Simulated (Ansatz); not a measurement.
Basis-set extrapolation for `C1[NH][AlH][O]1` (PBE0-D4/def2-TZVP geometry, frozen core, Ansatz). Multiplicity 1, RHF reference.

```tsv
	def2-TZVPP	def2-QZVPP
HF	-411.540880	-411.556619
MP2 correlation	-0.686650	-0.737325
CCSD(T) correlation	-0.735416	not run
```

Energies in hartree. Use E(X) = E(∞) + A·exp(−7.88·√X) for Hartree–Fock and E(X) = E(∞) + B·X^(−2.97) for correlation, with X = 3 and 4, and add CCSD(T) minus MP2 of the smaller set to the MP2 limit.

Q: What is the CCSD(T) energy at the basis-set limit?

A: HF limit: -411.556619 + (-0.015739) × 0.13774 = -411.55879. MP2 limit: -0.737325 + (-0.050675) × 0.74074 = -0.77486. Higher-order term: -0.735416 − (-0.686650) = -0.04877. Total: -412.38242 hartree, 278.6 kJ/mol below CCSD(T)/def2-TZVPP.
